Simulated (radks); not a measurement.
Sm IV, configuration [Xe] 4f4 6s1 (not the ground configuration). Calculated with a radial shooting solver on a logarithmic mesh with Libxc functionals: scalar-relativistic Kohn-Sham, PBEsol, spin-unpolarised, spherical densities, point nucleus.

Unscreened Slater integrals over Kohn-Sham orbitals (eV).

integral,value
"F0(6s,6s)",7.9590
"F0(6s,4f)",10.310
"G3(6s,4f)",0.47292
"F0(6s,5p)",9.6571
"G1(6s,5p)",0.88249
"F0(6s,5s)",9.8345
"G0(6s,5s)",0.52553
"F0(4f,4f)",29.547
"F2(4f,4f)",14.114
"F4(4f,4f)",8.8675
"F6(4f,4f)",6.3828
"F0(4f,5p)",19.081
"F2(4f,5p)",6.7537
"G2(4f,5p)",3.4235
"G4(4f,5p)",2.6886
"F0(4f,5s)",21.093
"G3(4f,5s)",3.9710
"F0(5p,5p)",15.969
"F2(5p,5p)",8.6563
"F0(5p,5s)",16.935
"G1(5p,5s)",11.418
"F0(5s,5s)",18.163

Derived for the open shells (J is the average intra-shell exchange parameter used in DFT+U). 4f: F4/F2 = 0.628, F6/F2 = 0.452, J = (286 F2 + 195 F4 + 250 F6)/6435 = 1.144 eV.
